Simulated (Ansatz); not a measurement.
Geometry optimisation, RKS PBE0-D4/STO-3G (Ansatz).

input.yaml

```yaml
crystal:
  periodic: [false, false, false]
  atoms:
    - { symbol: C, position_ang: [0.3836, -1.9365, -0.0904] }
    - { symbol: Si, position_ang: [0.7361, -0.1159, 0.2224] }
    - { symbol: Si, position_ang: [0.9328, 1.0038, -1.7938] }
    - { symbol: C, position_ang: [-0.4835, 0.7721, 1.202] }
    - { symbol: "N", position_ang: [-1.9006, 0.5175, 0.6893] }
    - { symbol: F, position_ang: [-0.5549, 0.2917, 2.4728] }
    - { symbol: H, position_ang: [-0.5661, -1.9943, -0.6688] }
    - { symbol: H, position_ang: [1.1714, -2.3655, -0.675] }
    - { symbol: H, position_ang: [0.2149, -2.4227, 0.8791] }
    - { symbol: H, position_ang: [2.0542, -0.0509, 0.9572] }
    - { symbol: H, position_ang: [1.238, 2.4426, -1.5143] }
    - { symbol: H, position_ang: [-0.2404, 0.8902, -2.5963] }
    - { symbol: H, position_ang: [2.0528, 0.456, -2.5668] }
    - { symbol: H, position_ang: [-0.3888, 1.8481, 1.2823] }
    - { symbol: H, position_ang: [-2.1427, -0.4593, 0.9299] }
    - { symbol: H, position_ang: [-2.5295, 1.1006, 1.3147] }
basis:
  gaussian: { orbitals: STO-3G }
hamiltonian:
  xc: pbe0
  dispersion: d4
relax:
  f_tol: 0.02
  max_steps: 40
scf:
  lower_state_search: "off"
```

Launched with:

```bash
$ ansatz run input.yaml --threads 1 --pin off --max-ram 2048MiB --backend cpu --events-out ev --progress --plain --runs-dir out
```

Question: Where does it end, and by what steps?

Answer: The forces met the threshold. Limits of this set-up: minimal basis. After 15 steps the energy has fallen by 0.787 eV; H15 moved furthest, 0.47 Å.

```tsv
step	energy less start (eV)	largest force component (eV/Å)	accepted
0	0.0000	3.985	yes
1	-0.6983	0.948	yes
2	-0.7692	0.317	yes
3	-0.7791	0.160	yes
4	-0.7819	0.058	yes
5	-0.7830	0.050	yes
6	-0.7840	0.070	yes
7	-0.7847	0.091	yes
8	-0.7853	0.094	yes
9	-0.7856	0.091	yes
10	-0.7854	0.114	no
11	-0.7862	0.051	yes
12	-0.7864	0.023	yes
13	-0.7865	0.032	yes
14	-0.7866	0.029	yes
15	-0.7867	0.017	yes
```

```xyz
16
Properties=species:S:1:pos:R:3
C 0.386 -1.917 -0.032
Si 0.814 -0.106 0.176
Si 0.884 0.991 -1.783
C -0.499 0.699 1.318
N -1.813 0.757 0.578
F -0.622 0.047 2.562
H -0.560 -2.048 -0.566
H 1.160 -2.445 -0.597
H 0.291 -2.410 0.941
H 2.083 -0.016 0.865
H 0.958 2.417 -1.570
H -0.282 0.709 -2.583
H 2.048 0.600 -2.545
H -0.221 1.764 1.507
H -2.145 -0.244 0.515
H -2.504 1.179 1.257
```

Whether the end is a true minimum wasn't checked by a vibrational analysis.

Run time: 51 s on 1 thread of Arm Neoverse V2, with other jobs on the host, peak memory 0.14 GiB.
